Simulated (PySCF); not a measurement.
Computed with ωB97X-D3(BJ)/def2-TZVP // PBE0-D3(BJ)/def2-TZVP run with PySCF. All species are isolated molecules in the gas phase. Excitations are Tamm–Dancoff values on a coarser integration grid. The basis has no diffuse functions, so Rydberg states are missing or too high.

Reference species (SMILES): `FC1=C[SiH2]C=C1` (neutral, multiplicity 1).

```
Quantity                 Result
----------------------  -------
dipole moment            1.10 D
S1 oscillator strength    0.082
S1–T1 gap (TDA)         1.95 eV
```

Changed species: `FC1=CC=C[SiH2]1`.

Q: Predict the effect on the dipole moment, S1 oscillator strength and S1–T1 gap (TDA).

A: the dipole moment rises by 0.42 D, to 1.52 D; the S1 oscillator strength hardly moves; the S1–T1 gap (TDA) falls by 0.04 eV, to 1.91 eV.
